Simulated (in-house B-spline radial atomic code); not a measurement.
# B97-1 excitations of the tungsten ion W⁶⁺

Method: B97-1. Computed with a B-spline radial code for spherical atoms: linear response of the closed shell [Xe] 4f14 with the functional's adiabatic kernel; scalar-relativistic (spin-free one-electron X2C), finite nucleus, no spin-orbit coupling, no double excitations, S, P, D and F terms only; shells from n = 3 respond. Only terms of natural parity with L up to 3 were computed.

Spin-orbit coupling is strong here, so these LS terms don't match observed levels.

Command:
```bash
python run_td.py task.json out
```
Settings (radii: box in bohr, nucleus in fm):
```
Z                        74
electrons                68
configuration            [Xe] 4f14
hamiltonian              x2c
method                   b97_1
box_radius               14.35
rms_radius               5.3658
intervals                69
```

Cost of the run: 4.2 s on 1 thread of Intel(R) Xeon(R) Platinum 8559C (Emerald Rapids) (shared host).

The lowest states, in the order of their Tamm-Dancoff energies; the method's threshold (minus the highest occupied level) is 112.97 eV. Labels give the largest channel, * marks a mixed state, and oscillator strengths are full-response dipole values. Semilocal kernels can invert the small singlet-triplet splittings of Rydberg terms. Energies in eV:

| state | full response | Tamm-Dancoff | oscillator strength |
| --- | --- | --- | --- |
| 4f → 5d 3P | 38.37 | 38.43 | - |
| 4f → 5d 3F | ? | ? | - |
| 4f → 5d 1F | 39.83 | 39.83 | - |
| 4f → 5d 1P | 40.89 | 41.06 | 0.042 |
| 5p → 5d 3P | 43.53 | 43.60 | - |
| 5p → 5d 3F | 44.01 | 44.09 | - |
| 5p → 5d 1F | 46.18 | 46.21 | - |
| 4f → 6s 3F | 51.40 | 51.40 | - |
| 4f → 6s 1F | ? | ? | - |
| 5p → 5d 1P | 54.28 | 55.95 | 5.08 |

Task: Where does 4f → 5d 3F lie?

Result: At 39.08 eV in full response, 39.11 eV in Tamm-Dancoff.

Task: Where does 4f → 6s 1F lie?

Result: At 51.58 eV in full response, 51.59 eV in Tamm-Dancoff.

Task: How large is the singlet-triplet splitting of 4f → 5d (F terms) in Tamm-Dancoff?

Result: 0.725 eV, from the unrounded values.

Task: What polarisabilities and dispersion coefficient does the method give?

Result: Dipole 2.038 bohr³, quadrupole 2.573 bohr⁵, C6 7.714 hartree·bohr⁶ for two such species.
